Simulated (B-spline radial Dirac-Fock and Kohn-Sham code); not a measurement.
Binding energies of In³⁰⁺ at several levels of theory

System: the In³⁰⁺ ion, [Ar] 3d1.

The density-functional columns are spherical, spin-unpolarised Dirac-Kohn-Sham results without Breit or QED terms: −ε is minus the orbital energy of the initial state and ΔSCF the difference of two total energies. The reference in the last column comes from Dirac-Fock (average of configuration) total-energy differences with a finite nucleus, the Breit interaction including its frequency dependence, and self-energy and vacuum-polarisation corrections. All numbers are from a radial finite-basis atomic code, in eV; a selection of levels is shown. For the 1s level of heavy atoms much of the gap between ΔSCF and the reference is the Breit and QED part, -91.0 eV here; for other levels the error of the functional can be larger.

```
     level   LDA −ε  LDA ΔSCF  Dirac-Fock
    K (1s)  29167.0   29526.6     29445.3
   L1 (2s)   5585.4    5670.0      5709.9
L2 (2p1/2)   5319.2    5419.7      5415.6
L3 (2p3/2)   5105.8    5201.9      5204.1
   M1 (3s)   1999.3    2035.1      2052.8
M2 (3p1/2)   1900.5    1937.9      1935.0
M3 (3p3/2)   1851.8    1888.2      1886.8
 M4,5 (3d)   1691.3    1732.5      1731.5
```

Values without a named source are computed, but for edge energies of neutral atoms, which are taken from tables.
